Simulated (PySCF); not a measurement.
System: C$_{6}$H$_{7}$, charge -1, multiplicity 1. It need not be the lowest isomer of its formula. Whether it binds its extra electron was not tested at this geometry. 
Coordinates optimised at B3LYP-D3(BJ)/def2-TZVP (Ansatz):
```
C
C 1 1.3491
H 2 1.0913 1 124.23
C 2 1.4693 3 125.68 1 -180.00
C 4 1.3713 2 113.68 3 -180.00
H 4 1.0912 5 125.24 2 -180.00
C 1 1.4939 2 128.60 3 0.00
H 7 1.0953 1 111.61 2 0.00
H 7 1.1000 8 107.20 1 -123.41
H 7 1.1000 8 107.20 9 -113.18
C 1 1.5151 2 105.80 3 -180.00
H 11 1.1007 1 111.52 2 -121.40
H 11 1.1007 12 105.12 1 121.01
```
Charge -1, spin multiplicity 1.

Dispersion corrections to the total energy (kcal/mol) from the dftd3 and dftd4 libraries through PySCF: D3(BJ) without and D4 with the three-body term, each with the damping fitted for the functional named.

```csv
functional,D3(BJ),D4
TPSSh,?,-9.52
CAM-B3LYP,-5.18,-6.47
PW6B95,-3.27,?
B3LYP,-11.73,-12.33
PBE,-6.88,?
HF,-55.17,-29.22
BHLYP,-9.00,-8.59
```

Task: Some entries are withheld; supply them.

Result: 
- TPSSh, D3(BJ): -7.85
- PW6B95, D4: -6.72
- PBE, D4: -7.74
